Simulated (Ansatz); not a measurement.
C$_{5}$H$_{11}$FSi (SMILES C=C[Si](C)(F)CC), singlet, geometry from GFN2-xTB, atoms displaced at random by about 0.08 Å a coordinate; Ansatz (a program for electronic structure) with PBE/STO-3G, gradient.

The Ansatz input:
Ansatz 0.2 input:
```yaml
crystal:
  periodic: [false, false, false]
  atoms:
    - {symbol: C, position_ang: [-1.94931636, -0.90806890, 1.41851509]}
    - {symbol: C, position_ang: [-0.91187190, -0.04031266, 1.31403516]}
    - {symbol: Si, position_ang: [-0.34469445, -0.04133984, -0.39022497]}
    - {symbol: C, position_ang: [-0.41923969, 1.81747353, -1.14317121]}
    - {symbol: F, position_ang: [-0.99322786, -0.88502724, -1.48974541]}
    - {symbol: C, position_ang: [1.73731412, -0.52271061, -0.29773849]}
    - {symbol: C, position_ang: [2.57126577, 0.29398686, 0.64633181]}
    - {symbol: H, position_ang: [-2.46676086, -1.07060333, 2.47045024]}
    - {symbol: H, position_ang: [-2.33417241, -1.73857047, 0.73937615]}
    - {symbol: H, position_ang: [-0.71299197, 0.46791442, 2.17421144]}
    - {symbol: H, position_ang: [0.33896254, 1.89697805, -2.08309350]}
    - {symbol: H, position_ang: [-1.37724422, 1.95415680, -1.16538005]}
    - {symbol: H, position_ang: [0.00779312, 2.48653480, -0.47666136]}
    - {symbol: H, position_ang: [1.78450075, -1.47612761, 0.19470577]}
    - {symbol: H, position_ang: [1.97337341, -0.33706978, -1.37967021]}
    - {symbol: H, position_ang: [2.52471471, 1.50919273, 0.21462543]}
    - {symbol: H, position_ang: [3.53409156, 0.07193613, 0.55602668]}
    - {symbol: H, position_ang: [2.19062466, 0.39031854, 1.52278326]}
basis:
  gaussian:
    orbitals: STO-3G
hamiltonian:
  xc: pbe
output: {forces: true}
```

It wrote (shortened):

```
Functional definition: PBE
673 factors; integrals over basis functions are off by at most 4.7e-5 eV
mean field evaluation 1: about -15743.9606 eV, gradient 2.4e1 eV
mean field evaluation 2: about -15742.3047 eV, gradient 3.3e1 eV
mean field evaluation 4: about -15745.9441 eV, gradient 3.5e0 eV
mean field evaluation 8: about -15745.7852 eV, gradient 4.3e-2 eV
mean field evaluation 16: about -15745.7852 eV, gradient 1.8e-5 eV
mean field -15745.78522224 eV, -578.6469340407 hartree, gradient 1.8e-5 eV, S^2 0.000000; 0 other end points of the search recorded, 0 dependent functions left out
the calculation of the forces begins
reference -15745.78525319 eV, -578.6469351780 hartree; 32, 32 occupied and 18, 18 virtual orbitals, 673 factors
Total energy: -15745.78525319 eV, -578.6469351780 hartree
Atom 0 at    -1.949316    -0.908069     1.418515 Å, force    -1.707835    -1.875928     3.671825 eV/Å
Atom 1 at    -0.911872    -0.040313     1.314035 Å, force    -3.499694    -3.713121    -3.118212 eV/Å
Atom 2 at    -0.344694    -0.041340    -0.390225 Å, force     8.014605     5.743922     1.709113 eV/Å
Atom 3 at    -0.419240     1.817474    -1.143171 Å, force     8.873441    -4.788712    -1.698587 eV/Å
Atom 4 at    -0.993228    -0.885027    -1.489745 Å, force    -2.670849    -3.437208    -3.051866 eV/Å
Atom 5 at     1.737314    -0.522711    -0.297738 Å, force    -4.361069     1.355143    -0.860283 eV/Å
Atom 6 at     2.571266     0.293987     0.646332 Å, force    -2.509096     7.555095    -9.195979 eV/Å
Atom 7 at    -2.466761    -1.070603     2.470450 Å, force     0.961592     0.500798    -2.026099 eV/Å
Atom 8 at    -2.334172    -1.738570     0.739376 Å, force     0.701714     1.436550    -0.144585 eV/Å
Atom 9 at    -0.712992     0.467914     2.174211 Å, force     1.347175     2.538397     2.904976 eV/Å
Atom 10 at     0.338963     1.896978    -2.083093 Å, force    -3.103984    -0.289473     1.840383 eV/Å
Atom 11 at    -1.377244     1.954157    -1.165380 Å, force    -7.270925     1.885317    -1.739894 eV/Å
Atom 12 at     0.007793     2.486535    -0.476661 Å, force     1.040831     1.806239     2.310640 eV/Å
Atom 13 at     1.784501    -1.476128     0.194706 Å, force     0.058582    -2.116857    -1.080027 eV/Å
Atom 14 at     1.973373    -0.337070    -1.379670 Å, force     0.760183    -1.243791     0.806838 eV/Å
Atom 15 at     2.524715     1.509193     0.214625 Å, force     0.335898    -3.858620     1.509003 eV/Å
Atom 16 at     3.534092     0.071936     0.556027 Å, force     5.765939    -1.603502     0.256458 eV/Å
Atom 17 at     2.190625     0.390319     1.522783 Å, force    -2.736510     0.105752     7.906295 eV/Å
Dipole moment:    -0.150386    -0.097578     0.065518 e Å
```
